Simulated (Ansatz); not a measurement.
`COBCN` and `COBO` differ in one atom or group.

Ansatz, PBE0-D4/def2-TZVP geometries, multiplicity 1. Each molecule was computed in one conformer, which needn't be the lowest.

```
                                      property  `COBCN`
            LUMO energy (PBE0/def2-TZVPP) / eV     0.09
       HOMO–LUMO gap (ωB97M-V/def2-TZVPP) / eV    10.96
size of the dipole moment (PBE/def2-TZVPP) / D     1.55
           LUMO energy (B3LYP/def2-TZVPP) / eV    -0.16
         HOMO–LUMO gap (B3LYP/def2-TZVPP) / eV     6.20
          HOMO–LUMO gap (PBE0/def2-TZVPP) / eV     6.69
```

What does the change do to each property? (Estimate.)

The calculation gave: 
| property | `COBO` | shift |
| --- | --- | --- |
| LUMO energy (PBE0/def2-TZVPP) / eV | 0.93 | 0.84 |
| HOMO–LUMO gap (ωB97M-V/def2-TZVPP) / eV | 13.60 | 2.64 |
| size of the dipole moment (PBE/def2-TZVPP) / D | 1.77 | 0.22 |
| LUMO energy (B3LYP/def2-TZVPP) / eV | 0.65 | 0.81 |
| HOMO–LUMO gap (B3LYP/def2-TZVPP) / eV | 9.04 | 2.84 |
| HOMO–LUMO gap (PBE0/def2-TZVPP) / eV | 9.57 | 2.88 |

With PBE0 the HOMO falls by 2.03 eV and the LUMO rises by 0.84 eV, so the gap widens by about 2.87 eV. PBE moves the HOMO by -1.97 eV and ωB97M-V by -2.02 eV. Dipoles are sizes alone; their direction can turn.

B3LYP here is the variant with VWN-RPA as its local correlation; programs differ in this.
